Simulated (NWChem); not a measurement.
Molecule: bromine monochloride (BrCl); SMILES ClBr

Computed with NWChem. Pople sets run with spherical d functions. Coordinates come from a PBE0/def2-SVP optimisation. Computed dipoles belong to the equilibrium geometry; the measured one is vibrationally averaged.

Measured dipole moment: 0.52 D (NIST CCCBDB, as tabulated in the package chemicals).

```
level              dipole moment (D)  computed − measured
-----------------  -----------------  -------------------
B3LYP/STO-3G                    1.11                +0.59
B3LYP/3-21G                        ?                    ?
B3LYP/6-31G*                    0.57                +0.05
B3LYP/def2-SVP                     ?                    ?
B3LYP/def2-SVPD                 0.51                -0.01
B3LYP/def2-TZVP                 0.48                -0.04
B3LYP/aug-cc-pVTZ               0.49                -0.03
```

### Question
What belongs in the gaps?

### Answer

- B3LYP/def2-SVP, dipole moment (D): 0.51
- B3LYP/def2-SVP, computed − measured: -0.01
- B3LYP/3-21G, dipole moment (D): 1.01
- B3LYP/3-21G, computed − measured: +0.49
